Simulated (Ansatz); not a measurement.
Si₁₆Bi: single points at one geometry.

```yaml
crystal:
  periodic: [false, false, false]
  atoms:
    - {symbol: Bi, position_ang: [0.690461, 3.625088, -1.588341]}
    - {symbol: Si, position_ang: [2.700590, 0.109332, -0.342727]}
    - {symbol: Si, position_ang: [-0.129604, -2.748837, -1.745950]}
    - {symbol: Si, position_ang: [-0.465843, -0.664038, -3.133449]}
    - {symbol: Si, position_ang: [-2.003082, 0.200347, 1.635355]}
    - {symbol: Si, position_ang: [-1.173002, -1.842539, 0.336807]}
    - {symbol: Si, position_ang: [-1.619942, 0.034402, -1.043875]}
    - {symbol: Si, position_ang: [1.526966, 2.069193, 0.607045]}
    - {symbol: Si, position_ang: [-1.765467, -1.979272, 2.646549]}
    - {symbol: Si, position_ang: [-0.979875, 2.306172, 0.072746]}
    - {symbol: Si, position_ang: [-0.142948, 1.622696, 2.293820]}
    - {symbol: Si, position_ang: [1.265306, -1.929119, 0.047058]}
    - {symbol: Si, position_ang: [0.583757, 0.944941, -1.468547]}
    - {symbol: Si, position_ang: [-3.187373, 1.480695, -0.052008]}
    - {symbol: Si, position_ang: [1.787451, -1.132823, -2.253008]}
    - {symbol: Si, position_ang: [0.291860, -0.751879, 2.213407]}
    - {symbol: Si, position_ang: [2.620745, -1.344337, 1.775135]}
basis:
  gaussian: {orbitals: def2-TZVP, fitting: {mean_field: def2-universal-jkfit}, initial_orbitals: start.molden}
magnetization: {spin_polarized: true, initial_magnetization: 1}
hamiltonian: {xc: pbe0, dispersion: d4}
scf: {omitted_lower_state_checks: [starts]}
output: {orbitals: {seedname: orbitals}}
```

The file start.molden holds the orbitals of an earlier run on this structure, at another level or in another basis.

```sh
$ ansatz run in.yaml --threads 2 --pin off --events-out ev --progress --plain --max-ram 22528MiB --backend cuda --devices 0, --max-vram 18GiB
```

Shortened log:

```
Functional definition: PBE0
2299 factors; integrals over basis functions are off by at most 2.9e-1 eV
mean field evaluation 1: about -131826.1438 eV, gradient 1.7e2 eV
mean field evaluation 2: about -131834.7006 eV, gradient 9.5e0 eV
mean field evaluation 4: about -131835.2198 eV, gradient 2.1e-2 eV
mean field evaluation 8: about -131835.2185 eV, gradient 8.1e-5 eV
mean field -131835.21846603 eV, -4844.8549175060 hartree, gradient 4.9e-5 eV, S^2 0.764623; 0 other end points of the search recorded, 0 dependent functions left out
reference -131835.21850721 eV, -4844.8549190192 hartree; 124, 123 occupied and 518, 519 virtual orbitals, 2299 factors
Total energy: -131837.65009919 eV, -4844.9442783765 hartree
Checks for a lower state left out: starts
```

Run time 11 s (2 threads of AMD EPYC 7R13 on a shared host and a share (18 GiB) of an NVIDIA H100 80GB HBM3), peak host memory 1.3 GiB.

Geometry: r2SCAN-D4/def2-SVP.

In the def2 sets Bi takes a core potential; there is no spin–orbit coupling. Single mean-field runs in def2-TZVP are fitted with def2-universal-jkfit. Another isomer (doublet) lies 0.22 eV lower at PBE0-D4/def2-TZVP; other spin states weren't run for this one.
